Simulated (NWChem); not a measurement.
# C3H5BO; SMILES OB1C=CC1

```xyz
10

O      0.1128    -1.8960     0.0000
B      0.0584    -0.5498     0.0000
C      1.1281     0.5739     0.0000
C      0.1097     1.4657     0.0000
C     -1.1139     0.5608     0.0000
H     -0.7606    -2.3015     0.0000
H      2.2049     0.7553     0.0000
H      0.1322     2.5657     0.0000
H     -1.7570     0.6477    -0.8932
H     -1.7570     0.6477     0.8932
```
Atoms are numbered in this order, from 1.

Results from NWChem. Medium grid unless said otherwise, to which SCAN and Minnesota functionals are sensitive. The geometry was optimised at PBE0/def2-SVP. Total energies of different functionals are on different scales.

```
level            energy (Ha)  highest occupied level (eV)  orbital gap (eV)  dipole (D)
---------------  -----------  ---------------------------  ----------------  ----------
PBE/def2-SVP       -216.9688                        -6.39              4.90        1.43
B3LYP/def2-SVP     -217.2510                        -7.27              6.62        1.45
BLYP/def2-SVP      -217.1562                        -6.18              4.89        1.40
TPSSh/def2-SVP     -217.2640                        -6.89              5.97        1.44
r2SCAN/def2-SVP    -217.1157                            …                 …        1.50
M06-2X/def2-SVP    -217.1497                        -8.73              9.22        1.50
```

**Question.** What belongs in the gaps?

**Answer.** 
- r2SCAN/def2-SVP, highest occupied level (eV): -6.64
- r2SCAN/def2-SVP, orbital gap (eV): 5.33
